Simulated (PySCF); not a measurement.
Ligands exchanged one at a time, In F-Cl. All species are isolated molecules in the gas phase. Strings in code marks are SMILES.

The HOMO–LUMO gap from two functionals at the same geometries (PBE0-D4/def2-TZVP), both in PySCF: PBE-D3(BJ)/def2-TZVP and B3LYP-D3(BJ)/def2-TZVP. B3LYP has the VWN-RPA correlation part, as in Gaussian. 

```
species                                         PBE-D3(BJ)/def2-TZVP (eV)  B3LYP-D3(BJ)/def2-TZVP (eV)
----------------------------------------------  -------------------------  ---------------------------
0 of 3 F replaced by Cl (`[F][In]([F])[F]`)                          4.82                         7.05
1 of 3 F replaced by Cl                                              4.32                         6.08
2 of 3 F replaced by Cl                                              4.30                         6.02
3 of 3 F replaced by Cl (`[Cl][In]([Cl])[Cl]`)                       4.26                         5.96
```

Over these rows, drawn at random from the members with no instability flagged (it was tested for open shells, ions and some series alone), PBE minus B3LYP-D3(BJ): mean -1.85 eV, from -2.22 eV to -1.70 eV.
